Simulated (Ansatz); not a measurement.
One change: `[SiH3]/C=C\S` becomes `[SiH3]/C=C/C[SiH3]`.

Ansatz, PBE0-D4/def2-TZVP geometries, multiplicity 1. Each molecule was computed in one conformer, which needn't be the lowest.

```csv
property,`[SiH3]/C=C\S`
size of the dipole moment (ωB97M-V/def2-TZVPP) / D,0.59
LUMO energy (B3LYP/def2-TZVPP) / eV,-0.91
HOMO–LUMO gap (PBE0/def2-TZVPP) / eV,6.04
size of the dipole moment (B3LYP/def2-TZVPP) / D,0.54
HOMO energy (B3LYP/def2-TZVPP) / eV,-6.55
HOMO–LUMO gap (PBE/def2-TZVPP) / eV,4.08
```

(1) What does the change do to each property? (Best estimate.)

## Answers

(1) Ansatz gave: 
```tsv
property	`[SiH3]/C=C/C[SiH3]`	shift
size of the dipole moment (ωB97M-V/def2-TZVPP) / D	1.29	0.70
LUMO energy (B3LYP/def2-TZVPP) / eV	-0.61	0.30
HOMO–LUMO gap (PBE0/def2-TZVPP) / eV	6.91	0.87
size of the dipole moment (B3LYP/def2-TZVPP) / D	1.29	0.75
HOMO energy (B3LYP/def2-TZVPP) / eV	-7.12	-0.57
HOMO–LUMO gap (PBE/def2-TZVPP) / eV	4.88	0.80
```

With PBE0 the HOMO falls by 0.57 eV and the LUMO rises by 0.31 eV, so the gap widens by about 0.88 eV. PBE moves the HOMO by -0.56 eV and ωB97M-V by -0.63 eV. Dipoles are sizes alone; their direction can turn.

B3LYP here is the variant with VWN-RPA as its local correlation; programs differ in this.
